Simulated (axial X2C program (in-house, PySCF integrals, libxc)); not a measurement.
## WC along the bond: HF, with spin–orbit coupling

Calculated with an in-house relativistic program for diatomic molecules. Two-component (2c) means X2C with spin–orbit coupling and atomic mean-field two-electron Coulomb and Gaunt terms. Basis: W dyall-cv3z [13s14p9d7f4g], C dyall-v3z [7s6p2d1f] (cores contracted in-house); Gaussian nuclei, density fitting, unrestricted open shells. Masses: W 183.951 u, C 12.000 u.

State: Ω = 1 (⟨Sz⟩ = -0.97, ⟨Lz⟩ = 1.97 at HF). Dipoles are positive if C is the positive end.

```csv
R (Å),μ (D),HOMO (eV),LUMO (eV)
1.478,-3.096,-7.37,-0.08
1.546,-3.308,-7.41,-0.14
1.597,-3.147,-7.36,-0.18
1.648,-2.869,-7.32,-0.20
1.699,-2.586,-7.30,-0.20
1.758,-2.301,-7.30,-0.18
1.818,-2.092,-7.34,-0.16
1.894,-1.952,-7.43,-0.12
1.988,-1.971,-7.60,-0.09
2.124,-2.291,-7.88,-0.06
```

(1) The minimum lies at 1.971 Å. What is the dipole moment there, and its slope?

The state is one determinant whose occupation by symmetry is held fixed; it was picked as the lowest of a PBE0 search that is not exhaustive. Other states lie close and PBE0, whose exact exchange favours high spin, may order them wrongly; the determinant shown need not be the ground state. The nearest other 2c determinant of the search, Ω = 2, lies 0.34 eV up at the distance of the search. With several unpaired electrons one determinant need not be a pure state. The determinant is spin-polarised beyond a pure state at some levels (its spin-free form has ⟨S²⟩ too high), which makes Re and μ there less reliable.

Answers

(1) At HF, 2c, with the sign and origin stated: μ = -1.95 D, dμ/dR = -0.84 D/Å.
